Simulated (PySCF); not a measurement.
Os(O)3(OH)2 (H2O5Os), SMILES [O]=[Os](=[O])(=[O])([OH])[OH], multiplicity 1. Geometry optimised at PBE-D3(BJ)/def2-SVP. The spin state was assumed, not searched. The def2 effective core potentials stand for the cores of Os; spin–orbit coupling is left out. Other conformers were not sampled.

Computed equilibrium geometry at PBE-D3(BJ)/def2-SVP (PySCF confirms it by a frequency run) as Cartesian coordinates in Å, and its point group (one conformer of several):
point group C2.
```xyz
8

Os     0.0000     0.0000    -0.0274
O     -1.6229     0.1729     0.5798
O      1.6229    -0.1729     0.5798
O      0.0000     0.0000    -1.7450
O      0.2453     1.8864     0.3658
H     -0.6244     2.3320     0.4563
O     -0.2453    -1.8864     0.3658
H      0.6244    -2.3320     0.4563
```
Charge 0, spin multiplicity 1.
